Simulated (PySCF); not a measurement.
# Which basis set comes closest?

Molecule: `InChI=1S/H2/h1H`.

Bonds (- single, = double, # triple, : aromatic): H1-H2 0.761 Å.

Geometry PBE0-D3(BJ)/def2-SVP throughout; GIAO in PySCF 2.14, gas phase, one conformer, non-relativistic; equivalent atoms averaged; functional PBE0.

Reference values (measured; solution, TFE-d3, 298 K; Fulmer et al., Organometallics 2010, 29, 2176): δ(H1/H2) = 4.53 ppm. Computed shifts are taken against TMS, calculated as an isolated molecule at each level.

Question: How do the basis sets STO-3G, 6-31G, 6-31G*, pcSseg-0, pcSseg-1, cc-pVDZ, def2-SVP, 6-311+G(2d,p), def2-TZVP, aug-cc-pVDZ, IGLO-III, pcSseg-2, cc-pVTZ, pcSseg-3 perform against the reference? Times are CPU seconds on shared hosts with different chips, so compare them loosely.

Answer: 
```tsv
basis set	functions	H1/H2	abs. error H	core-s
STO-3G	2	5.15	0.62	0.1
6-31G	4	5.67	1.14	0.12
6-31G*	4	5.02	0.49	0.31
pcSseg-0	4	6.22	1.69	0.3
pcSseg-1	10	5.14	0.61	0.2
cc-pVDZ	10	5.08	0.55	0.34
def2-SVP	10	5.16	0.63	0.33
6-311+G(2d,p)	12	5.10	0.57	0.39
def2-TZVP	12	5.08	0.55	0.41
aug-cc-pVDZ	18	5.19	0.66	0.44
IGLO-III	20	5.02	0.49	0.46
pcSseg-2	28	4.96	0.43	0.11
cc-pVTZ	28	4.98	0.45	0.55
pcSseg-3	66	4.90	0.37	1
```

For ¹H the closest is pcSseg-3 (0.37 ppm) and the furthest pcSseg-0 (1.69 ppm). Where a smaller basis beats a larger one, errors probably cancel; the largest sets show where the functional converges. One molecule is a small sample, and vibrational and solvent effects are absent from the calculation.

A small basis that lands close on one nucleus may do so by chance; judge by the trend and by all nuclei.
